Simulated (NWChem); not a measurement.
Species: CH$_{5}$BO$_{2}$; SMILES O(BO)C

```xyz
9

B     -0.6464     0.7110    -0.0002
H     -1.7209     1.2705    -0.0001
O      0.5292     1.3974    -0.0001
H      0.3963     2.3485     0.0001
O     -0.6536    -0.6376    -0.0005
C      0.5211    -1.4106    -0.0005
H      0.5316    -2.0570     0.8913
H      0.5303    -2.0586    -0.8911
H      1.4289    -0.7886    -0.0017
```
Atoms are numbered in this order, from 1.

All runs: NWChem. The geometry was optimised at PBE0/def2-SVP. GIAO values for the isolated, static molecule; σ is the absolute isotropic shielding, δ = σ(reference) − σ with the isolated reference molecule computed at the same levels (11B: boron trifluoride, 13C: tetramethylsilane, 1H: tetramethylsilane, 17O: water).

For level KT2/pcSseg-1:

* **δ B1 (ppm)**: 11.4
* **δ H2 (ppm)**: 4.28
* **δ O3 (ppm)**: 138.0
* **δ H4 (ppm)**: 3.86
* **δ O5 (ppm)**: 112.4
* **δ C6 (ppm)**: 49.7
* **δ H7 (rotor mean) (ppm)**: 3.84

Problem. How do the values read with level LDA (Slater exchange, VWN5)/pcSseg-1 instead?

Solution. 
| Property | Value |
|---|---|
| δ B1 (ppm) | 13.0 |
| δ H2 (ppm) | 4.47 |
| δ O3 (ppm) | 158.3 |
| δ H4 (ppm) | 4.34 |
| δ O5 (ppm) | 132.3 |
| δ C6 (ppm) | 50.7 |
| δ H7 (rotor mean) (ppm) | 3.95 |
